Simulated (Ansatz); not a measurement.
Relaxation of C₂H₄OSi (8 atoms, charge 0, multiplicity 1), to a largest force component of 0.02 eV/Å in at most 50 steps.

Computed with RKS PBE-D4/def2-SVP in Ansatz.

```xyz
8
Properties=species:S:1:pos:R:3:forces:R:3
O 1.530 -0.602 2.236 -1.24 0.70 -2.89
C 1.154 -0.383 1.109 1.98 -0.99 3.27
C 0.779 -0.187 -0.135 3.95 -0.87 0.48
Si -0.821 0.256 -0.489 -4.69 1.19 -0.76
H 1.529 -0.291 -0.943 0.06 -0.03 0.22
H -1.270 1.539 0.165 0.03 0.02 0.03
H -1.028 0.417 -1.947 0.10 0.06 -0.44
H -1.783 -0.808 -0.051 -0.19 -0.07 0.09
```

Question: Where does it end, and by what steps?

Answer: The forces met the threshold. After 18 steps the energy has fallen by 0.521 eV; H5 moved furthest, 0.89 Å.

```json
{"step": "0", "energy less start (eV)": "0.0000", "largest force component (eV/Å)": "4.690", "accepted": "yes"}
{"step": "1", "energy less start (eV)": "-0.3702", "largest force component (eV/Å)": "2.242", "accepted": "yes"}
{"step": "2", "energy less start (eV)": "-0.4798", "largest force component (eV/Å)": "0.394", "accepted": "yes"}
{"step": "3", "energy less start (eV)": "-0.4794", "largest force component (eV/Å)": "0.560", "accepted": "no"}
{"step": "4", "energy less start (eV)": "-0.4869", "largest force component (eV/Å)": "0.046", "accepted": "yes"}
{"step": "5", "energy less start (eV)": "-0.4875", "largest force component (eV/Å)": "0.021", "accepted": "yes"}
{"step": "6", "energy less start (eV)": "-0.4880", "largest force component (eV/Å)": "0.031", "accepted": "yes"}
{"step": "7", "energy less start (eV)": "-0.4884", "largest force component (eV/Å)": "0.032", "accepted": "yes"}
{"step": "8", "energy less start (eV)": "-0.4891", "largest force component (eV/Å)": "0.212", "accepted": "yes"}
{"step": "9", "energy less start (eV)": "-0.4906", "largest force component (eV/Å)": "0.172", "accepted": "yes"}
{"step": "10", "energy less start (eV)": "-0.4921", "largest force component (eV/Å)": "0.155", "accepted": "yes"}
{"step": "11", "energy less start (eV)": "-0.5023", "largest force component (eV/Å)": "0.064", "accepted": "yes"}
{"step": "12", "energy less start (eV)": "-0.5029", "largest force component (eV/Å)": "0.601", "accepted": "yes"}
{"step": "13", "energy less start (eV)": "-0.5108", "largest force component (eV/Å)": "0.239", "accepted": "yes"}
{"step": "14", "energy less start (eV)": "-0.5141", "largest force component (eV/Å)": "0.097", "accepted": "yes"}
{"step": "15", "energy less start (eV)": "-0.5178", "largest force component (eV/Å)": "0.152", "accepted": "yes"}
{"step": "16", "energy less start (eV)": "-0.5180", "largest force component (eV/Å)": "0.264", "accepted": "yes"}
{"step": "17", "energy less start (eV)": "-0.5202", "largest force component (eV/Å)": "0.072", "accepted": "yes"}
{"step": "18", "energy less start (eV)": "-0.5206", "largest force component (eV/Å)": "0.018", "accepted": "yes"}
```

```xyz
8
Properties=species:S:1:pos:R:3
O 1.471 -1.294 1.991
C 1.209 -0.655 1.041
C 0.872 0.057 -0.023
Si -0.916 0.285 -0.515
H 1.687 0.516 -0.607
H -1.305 1.739 -0.477
H -1.153 -0.221 -1.913
H -1.774 -0.485 0.448
```

Whether the end is a true minimum wasn't checked by a vibrational analysis.

Run time: 79 s on 1 thread of Intel(R) Xeon(R) Processor @ 2.50GHz (Skylake/Cascade Lake), with other jobs on the host, peak memory 0.15 GiB.
